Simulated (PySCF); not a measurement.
Unknown compound

Molecular formula: C4H9ClOSi. Simulated spectra:

¹H NMR (600 MHz, computed): δ 4.82 (t, 2H), 4.36 (br s, 1H), 4.06 (br s, 1H), 3.16 (t, 2H), 1.88 (s, 3H).

¹³C{¹H} NMR (computed): δ 165.0 (C), 92.3 (CH2), 28.5 (CH2), 24.9 (CH3).

Theoretical values (PySCF 2.14): NMR shieldings at PBE0/pcSseg-1/GIAO, GFN2-xTB structure. No solvent model, one computed conformer, one averaged value for each set of equivalent atoms, non-relativistic Hamiltonian.

Scale: ¹H (31.72 ppm) and ¹³C (186.93 ppm) against TMS (reference shieldings calculated alike).

Question: Which of these isomers gave the spectra?
A. CO[SiH2]C/C=C\Cl
B. Cl[C@H]1COCC[SiH2]1
C. C=C[C@@H](Cl)[SiH2]OC
D. C=C(C)O[SiH2]CCl
E. CCC(=O)[SiH2]CCl

Answer: D. 

- The formula gives 1 degree of unsaturation (no ring in the answer).
- 4 carbon signals for 4 carbons: no two carbons are equivalent.
- Carbon types of the structure: 1 × C, 2 × CH2, 1 × CH3, leaving 2 H on heteroatoms.
- δC 165.0: alkene carbon bearing oxygen; an sp2 carbon further deshielded by the attached heteroatom.
- δC 92.3: β carbon of an enol-ether or enamine type C=C; the O or N lone pair pushes π density onto this β carbon and shields it.
- δC 28.5: sp3 CH2 bonded to Cl and Si; deshielded by the electronegative neighbour.
- δC 24.9: allylic methyl carbon; aliphatic region, no heteroatom directly attached.
- δH 1.88: hydrogen on an allylic methyl carbon; allylic position.

The others: CO[SiH2]C/C=C\Cl has carbons computed at 132.5, 129.6, 54.1, 19.5, with a different DEPT pattern; C=C[C@@H](Cl)[SiH2]OC would give 7 signals for carbon-bound and other non-exchanging H, not 5; Cl[C@H]1COCC[SiH2]1 would give 9 signals for carbon-bound and other non-exchanging H, not 5; CCC(=O)[SiH2]CCl would give 4 signals for carbon-bound and other non-exchanging H, not 5.

Carbons that carry Cl, above all several Cl atoms, come out too deshielded, partly because spin–orbit coupling is missing. Shifts are as computed. Against solution values, carbons near 30 ppm lie about +3 ppm off and those near 130 ppm about +5 ppm; carbons on Cl a further +6 ppm. Of 1211 compounds with measured shifts, 218 miss one by over three times the rms of a fit or turn the order of signals round; such compounds aren't used in these exercises. No couplings were computed; multiplicities are counted from neighbouring protons, with m where these are inequivalent, close in shift, in a saturated or five-membered ring or joined by F or P, and br s for small geminal =CH2 splittings.
